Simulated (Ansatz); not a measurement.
A geometry optimisation of BH3O3 with B3LYP-D3(BJ)/6-311G**

The starting geometry of this gas-phase triplet was optimised with GFN2-xTB as a singlet; its bonds are those of `OB(O)O`.

```xyz
7

B     0.0486   -0.4685    0.7069
O     1.3480   -0.0760    0.6256
O    -0.7500    0.0255    1.6903
O    -0.4516   -1.3552   -0.1942
H     0.1852   -1.6452   -0.8455
H    -1.6450   -0.3103    1.6653
H     1.6051    0.5478    1.3024
```

Q: Predict what it relaxes into with B3LYP-D3(BJ)/6-311G**.

A: It falls apart into BH2O3 + H. Contacts that open: O3–H6 (0.96 → 4.24 Å).

The energy falls by 2.99 eV over 52 steps:

| step | E − E(last) (eV) |
| --- | --- |
| 1 | 2.988 |
| 7 | 0.149 |
| 12 | 0.018 |
| 18 | 0.013 |
| 24 | 0.007 |
| 29 | 0.002 |
| 35 | 0.001 |
| 41 | 0.000 |
| 46 | 0.000 |
| 52 | 0.000 |

Final geometry (Å):

```csv
atom,x (Å),y (Å),z (Å)
B,0.2646,0.0499,0.4817
O,1.3453,-0.6046,1.0194
O,0.1725,1.4010,0.6750
O,-0.6931,-0.6057,-0.2227
H,-0.5094,-1.5478,-0.2878
H,-2.1991,-1.9351,1.7873
H,1.9595,-0.0397,1.4977
```

No frequencies were run, so the end isn't proven a minimum. Open shells are spin-unrestricted. The triplet needn't be the ground state. Run with Ansatz 0.2.0, 9.9 min on 2 threads of Intel(R) Xeon(R) Processor @ 2.50GHz (Skylake/Cascade Lake) (shared host).
